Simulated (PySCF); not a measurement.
A GIAO shielding run with PySCF (density fitting, non-relativistic, gas phase) on `CC1=C[Si@](F)(P)CC1`, C5H10FPSi:

```
$ OMP_NUM_THREADS=1 python probes_run.py task.json out

{"job": {"kind": "nmr", "xc": "PBE0", "basis": "pcSseg-1"}, "charge": 0, "multiplicity": 1}
C      2.238982    -1.125204     0.291236
C      0.969436    -0.382015     0.037804
C     -0.167040    -0.558240     0.712648
Si    -1.518217     0.572065     0.073156
F     -2.084303     1.560157     1.238476
P     -3.360867    -0.205226    -0.945228
C     -0.280829     1.503165    -1.036181
C      0.975285     0.624274    -1.081587
H      2.600513    -1.581303    -0.630041
H      3.009215    -0.438319     0.642014
H      2.097003    -1.901077     1.038972
H     -0.247618    -1.286066     1.503600
H     -3.738444    -0.996586     0.126375
H     -2.705729    -1.254554    -1.569391
H     -0.045404     2.462592    -0.578902
H     -0.645589     1.712205    -2.038919
H      1.009841     0.072770    -2.026139
H      1.885007     1.227679    -1.034310
```

Hardware: 1 thread of an Intel Xeon, shared host. The job also computes population analyses, field gradients, ring-centre shieldings.

Q: How large is the calculation?

A: 78 electrons, 200 basis functions and 1082 auxiliary functions.

Q: How long does it take, and how much memory does it need?

A: 2.5 min of wall time, with 13 SCF cycles and 5 response iterations; peak memory 0.9 GiB. Times on a shared host scatter by some tens of per cent.
